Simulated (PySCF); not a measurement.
potassium atom (K), doublet. Base run: PySCF with SVWN5/def2-TZVP.

Geometry (Å):
```xyz
1

K      0.0000     0.0000     0.0000
```
Charge 0, spin multiplicity 2.
Orbitals are unrestricted.
All else is at PySCF's defaults.
Base energy -598.17868 Eh.

Each row names what was changed in the base input (with any setting that the change needs).

```
change                                ΔE vs base (µEh)  grid points  electrons on the grid        outcome
------------------------------------  ----------------  -----------  ---------------------  -------------
base                                               0.0        20040               19.00000      converged
grids.prune = dft.gen_grid.sg1_prune                 -            -                      -  input refused
grids.atom_grid = (50, 194)                       -2.5         5992               19.00000      converged
grids.radi_method = gauss_chebyshev                0.0        18336               19.00000      converged
small_rho_cutoff = 0                               0.0        20040               19.00000      converged
grids.radi_method = mura_knowles                   0.0        17496               19.00000      converged
grids.level = 7                                    0.0        83904               19.00000      converged
grids.radi_method = delley                        -1.0        16384               18.99998      converged
grids.atom_grid = (75, 302)                       -0.3        12680               19.00000      converged
grids.prune = off                                  0.0        39064               19.00000      converged
grids.becke_scheme = stratmann                     0.0        20040               19.00000      converged
```

Open shells are given as the SCF converged; they aren't shown to be the lowest states, and a large step between rows can be another state.

- grids.prune = dft.gen_grid.sg1_prune: ended with `IndexError: index 19 is out of bounds for axis 0 with size 19`
